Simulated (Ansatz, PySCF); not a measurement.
This Ansatz (a quantum-chemistry and plane-wave program) input computes a PBE/def2-TZVPD energy:

Ansatz 0.2 input:
```yaml
crystal:
  periodic: [false, false, false]
  atoms:
    - {symbol: B, position_ang: [0.11461501, -0.08116303, -0.00891888]}
    - {symbol: F, position_ang: [0.25029899, 1.31276599, 0.25946197]}
    - {symbol: N, position_ang: [1.10997189, -1.01132639, 0.02940076]}
    - {symbol: N, position_ang: [-1.29971577, -0.36781594, -0.36551211]}
    - {symbol: H, position_ang: [2.01701997, -0.59450603, 0.22860442]}
    - {symbol: H, position_ang: [-1.98898921, 0.18829659, 0.12152804]}
    - {symbol: H, position_ang: [-1.52558966, -1.34887286, -0.28791619]}
basis:
  gaussian:
    orbitals: def2-TZVPD
hamiltonian:
  xc: {name: PBE}
total_charge: -1
output: {forces: true}
```

Q: Write an input for the same energy in PySCF and say what it gives.

A: 
```python
from pyscf import gto, scf, dft

mol = gto.M(
    atom='''
    B     0.11461501   -0.08116303   -0.00891888
    F     0.25029899    1.31276599    0.25946197
    N     1.10997189   -1.01132639    0.02940076
    N    -1.29971577   -0.36781594   -0.36551211
    H     2.01701997   -0.59450603    0.22860442
    H    -1.98898921    0.18829659    0.12152804
    H    -1.52558966   -1.34887286   -0.28791619
    ''',
    basis='def2-tzvpd',
    charge=-1,
    spin=0,
    verbose=4,
)

mf = dft.RKS(mol, xc='pbe').density_fit(auxbasis='def2-universal-jkfit')
mf.grids.level = 3
mf.conv_tol = 1e-9
mf.max_cycle = 100
mf.max_memory = 1500
mf.kernel()
if not mf.converged:
    mf = mf.newton()
    mf.kernel(mf.make_rdm1())
mf.analyze()
```
It gives -235.97506 Eh, and Ansatz -235.97499 Eh, a difference of 0.07 mEh, from the treatment of integrals and grids.

It need not be the lowest isomer of its formula. Whether it binds its extra electron was not tested at this geometry.
